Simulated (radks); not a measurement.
Problem. Isoelectronic series with 5 electrons, each ion in its NIST ground configuration. Method: scalar-relativistic Kohn-Sham, PBE, spin-polarised, spherical densities, finite nucleus; open shells are filled with parallel spins first; Fermi nuclear charge, rms radius of each element as measured or else 0.836 A^(1/3) + 0.57 fm; computed with a radial shooting solver on a logarithmic mesh with Libxc functionals. Total energies (hartree) and mean radii <r> (bohr) (* marks an orbital that is empty in some or all of the ions):

ion,configuration,E (hartree),2p down*,2p up,2s down,2s up,1s down
B,[He] 2s2 2p1,-24.61300,2.368,2.255,1.971,1.939,0.3292
F4+,[He] 2s2 2p1,-92.27276,0.7787,0.7682,0.8434,0.8349,0.1756
Al8+,[He] 2s2 2p1,-204.22919,0.4763,0.4725,0.5377,0.5342,0.1195
P10+,[He] 2s2 2p1,-276.89759,0.3993,0.3965,0.4552,0.4526,0.1029
Cl12+,[He] 2s2 2p1,-360.75400,0.3437,0.3417,0.3945,0.3925,0.09039
K14+,[He] 2s2 2p1,-455.85443,0.3017,0.3001,0.3479,0.3464,0.08053
Sc16+,[He] 2s2 2p1,-562.26277,0.2688,0.2676,0.3111,0.3099,0.07258

Estimate the row of N2+ ([He] 2s2 2p1).

Solution. E (hartree) -52.91472; 2p down* 1.151; 2p up 1.128; 2s down 1.180; 2s up 1.164; 1s down 0.2292.
